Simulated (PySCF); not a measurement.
Planning an excited-state job on `C#CC(=O)NCB(O)O`.

Method: TDDFT B3LYP/def2-SVPD, vertical, gas phase, core orbitals frozen in the response (PySCF 2.14.0, density-fitted response routines). Geometry: GFN2-xTB. Work: 8 singlets by full TDDFT, 3 Tamm–Dancoff triplets, polarisability, density and orbital grids written, density fitting. The input is one job of a driver script: a line of settings, then coordinates in Å.

Command:
```bash
OMP_NUM_THREADS=1 python probes_run.py task.json out
```

Input:
```
{"job": {"kind": "uv", "xc": "B3LYP", "basis": "def2-SVPD", "nstates": 8, "ntriplets": 3}, "charge": 0, "multiplicity": 1}
C      3.683575     0.692450    -0.471966
C      2.491248     0.562132    -0.492655
C      1.046655     0.509191    -0.566522
O      0.383805     1.459559    -0.957325
N      0.543078    -0.670843    -0.169320
C     -0.872977    -1.022757    -0.226333
B     -1.869411    -0.052084     0.614484
O     -1.869703     1.283383     0.501344
O     -2.756167    -0.669059     1.426182
H      4.729332     0.787826    -0.441026
H      1.187135    -1.380466     0.141306
H     -1.187889    -1.006700    -1.277441
H     -0.968217    -2.048648     0.123517
H     -1.192124     1.632638    -0.102352
H     -3.352753    -0.068633     1.876195
```

Hardware: one thread, Arm Neoverse V1, no GPU (shared host).

**Question.** How large is the basis?

**Answer.** 237 functions for 66 electrons, with 842 fitting functions; the fitted three-index integrals, 842 × 237 × 238/2 numbers of 8 bytes, come to 180 MiB.

**Question.** How long does the run take?

**Answer.** About 55 s. The SCF took 16 cycles.

The host was shared with other jobs, so the times are rough.

The run converged: HOMO -7.48 eV, LUMO -1.50 eV; lowest singlet 4.96 eV; lowest triplet 4.20 eV (Tamm–Dancoff); mean polarisability 80.8 au.
